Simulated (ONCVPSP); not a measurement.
# Before and after: ONCV potential for Ta

```
Element                 : Ta
Generator               : ONCVPSP 4.0.1
Type                    : optimised norm-conserving Vanderbilt (ONCV)
Functional              : PBE
Relativity              : scalar-relativistic
Frozen core             : [Kr] 4d10 4f14 5s2
Valence charge          : 11
Reference configuration : 5p6 5d3 6s2
Partial waves           : 6s: rc 3.05 bohr, ncon 4, nbas 8, qcut 2.2 1/bohr, 2 projectors, debl 0.4 Ha; 5p: rc 1.85 bohr, ncon 4, nbas 7, qcut 8.6 1/bohr, 3 projectors, debl 3 Ha; 5d: rc 2.00 bohr, ncon 5, nbas 9, qcut 4.4 1/bohr, 1 projector
Local potential         : polynomial inside 1.80 bohr (lpopt 5, dvloc0 0 Ha)
Core correction         : Teter function fitted to the true core (icmod 2), fcfact 0.5
```

All-electron outer shells of the reference configuration (PBE, scalar-relativistic, ld1.x):

```
shell  level (eV)  outermost node (bohr)  outermost maximum (bohr)
   5p      -39.40                   0.58                      1.13
   4f      -24.70                      –                      0.44
   6s       -5.44                   1.32                      2.78
   5d       -3.59                   0.65                      1.58
```

Change: local potential polynomial inside 1.80 bohr (lpopt 5, dvloc0 9.5 Ha).

Cutoffs: the cutoffs (Ha) at which the residual kinetic energy of the hardest occupied pseudo-wave falls to 1 and 0.1 mHa per electron; they do not see the model core or the augmentation charge, which bear on the density cutoff. Errors are all-electron minus pseudo energies relative to the spin-unpolarised reference configuration.

What does the change do?

The potential gets neither clearly harder nor softer (21 Ha and 64 Ha → 21 Ha and 64 Ha); the bound ghost in s disappears; of the 4 tests that both files solve, the error grows in 2 and shrinks in 0 by more than 15 % and 0.3 meV (median size 13.6 → 13.9 meV). In the separable form a ghost depends on how the local part lies against the semilocal potential of the channel, so the choice of the local part can create or remove one.

| quantity | base | changed |
| --- | --- | --- |
| cutoff, loose | 21 Ha | 21 Ha |
| cutoff, tight | 64 Ha | 64 Ha |
| bound ghosts | s | none |
| GHOST(+) flags under 300 eV | none | none |
| error for 5p6 5d3 6s1, meV [ΔE 8.47 eV] | -6.5 | -6.5 |
| error for 5p6 5d3 6s0, meV [ΔE 23.44 eV] | -21 | -21 |
| error for 5p6 5d2 6s0, meV [ΔE 47.04 eV] | -21 | -29 |
| error for 5p6 5d2 6s2, meV [ΔE 7.68 eV] | -3.0 | -4.8 |
| s: phases at 3.10 bohr within 0.05 rad from the reference energy up to (Ha; the scan ends near 5) | 1.5 | 1.5 |
| p: phases at 1.88 bohr within 0.05 rad from the reference energy up to (Ha; the scan ends near 5) | to the end of the scan | to the end of the scan |
| d: phases at 2.03 bohr within 0.05 rad from the reference energy up to (Ha; the scan ends near 5) | 2.2 | 2.0 |
| rms error of d²Exc/dni dnj with the model core, mHa | 0.53 | 0.53 |

 A true bound ghost makes a file unfit for plane-wave use even where its test errors are small: the radial tests pick states by their node count and pass the ghost by.
